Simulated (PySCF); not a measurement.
**Te: excitation energy**

Te [Kr] 4d10 5s2 5p4 (3P) → Te [Kr] 4d10 5s1 5p5 (3P), as a difference of total energies. Calculation: PySCF 2.14, in ANO-RCC-VTZP (7s6p4d2f1g, 68 functions); scalar relativity by spin-free X2C-1e. Correlated levels: valence: [Kr] 4d10 frozen. The calculations carry no spin-orbit coupling.

```json
{"method": "UHF", "excitation energy (eV)": "9.984"}
{"method": "MP2 (valence)", "excitation energy (eV)": "9.235"}
{"method": "SCS-MP2 (valence)", "excitation energy (eV)": "9.136"}
{"method": "CCSD (valence)", "excitation energy (eV)": "8.620"}
{"method": "CCSD(T) (valence)", "excitation energy (eV)": "8.390"}
```

How much does correlation contribute at CCSD(T) (valence)?

8.390 − (9.984) = -1.594 eV, measured against UHF.

A first-order spin-orbit estimate (lowest level to lowest level, LS coupling) adds -0.026 eV.

The upper state lies above the first ionisation limit, where it may autoionise and the basis confines it.

The coupled-cluster amplitudes are large for the upper state (T1 above 0.03 or a double amplitude above 0.15), so a single reference is strained.
